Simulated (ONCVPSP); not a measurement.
Pb (Z = 82): excitation energies, all-electron against ONCV

```json
{"Element": "Pb (Z = 82)", "Generator": "ONCVPSP 4.0.1", "Type": "optimised norm-conserving Vanderbilt (ONCV)", "Functional": "PBE", "Relativity": "fully relativistic", "Frozen core": "[Kr] 4d10 4f14", "Valence charge": "22", "Reference configuration": "5s2 5p6 5d10 6s2 6p1.5 (charge +0.5)", "Partial waves": "5s+6s: rc 1.35 bohr, ncon 4, nbas 8, qcut 8.1 1/bohr, 2 projectors; 5p+6p: rc 1.65 bohr, ncon 3, nbas 6, qcut 7.4 1/bohr, 2 projectors; 5d: rc 1.40 bohr, ncon 4, nbas 7, qcut 6.8 1/bohr, 3 projectors, debl 4 Ha", "Local potential": "polynomial inside 1.05 bohr (lpopt 4, dvloc0 2 Ha)", "Core correction": "polynomial model core, fcfact 0.3"}
```

Open shells are filled in proportion to 2j + 1.

Energies are relative to the spin-unpolarised reference configuration 5s2 5p6 5d10 6s2 6p1.5; without spin polarisation the order of configurations can differ from experiment.

**Question.** Give the all-electron excitation energy and the error of the potential for: 5s2 5p6 5d10 6s2 6p2; 5s2 5p6 5d10 6s2 6p1; 5s2 5p6 5d10 6s2 6p0; 5s2 5p5 5d10 6s2 6p2.

**Answer.**

| valence configuration | charge | ΔE all-electron (eV) | error AE − PS (meV) |
| --- | --- | --- | --- |
| 5s2 5p6 5d10 6s2 6p2 | 0 | -2.549 | -0.2 |
| 5s2 5p6 5d10 6s2 6p1 | +1 | 4.149 | +0.1 |
| 5s2 5p6 5d10 6s2 6p0 | +2 | 17.754 | 0.0 |
| 5s2 5p5 5d10 6s2 6p2 | +1 | 91.887 | -130 |

Levels in the configuration 5s2 5p5 5d10 6s2 6p2:

```json
{"level": "5s j=1/2", "all-electron (eV)": "-159.080", "pseudo (eV)": "-159.455"}
{"level": "5p j=3/2", "all-electron (eV)": "-94.413", "pseudo (eV)": "-94.673"}
{"level": "5p j=1/2", "all-electron (eV)": "-117.218", "pseudo (eV)": "-117.512"}
{"level": "5d j=5/2", "all-electron (eV)": "-33.257", "pseudo (eV)": "-33.255"}
{"level": "5d j=3/2", "all-electron (eV)": "-36.049", "pseudo (eV)": "-36.055"}
{"level": "6s j=1/2", "all-electron (eV)": "-21.681", "pseudo (eV)": "-21.693"}
{"level": "6p j=3/2", "all-electron (eV)": "-10.772", "pseudo (eV)": "-10.781"}
{"level": "6p j=1/2", "all-electron (eV)": "-12.986", "pseudo (eV)": "-12.995"}
```
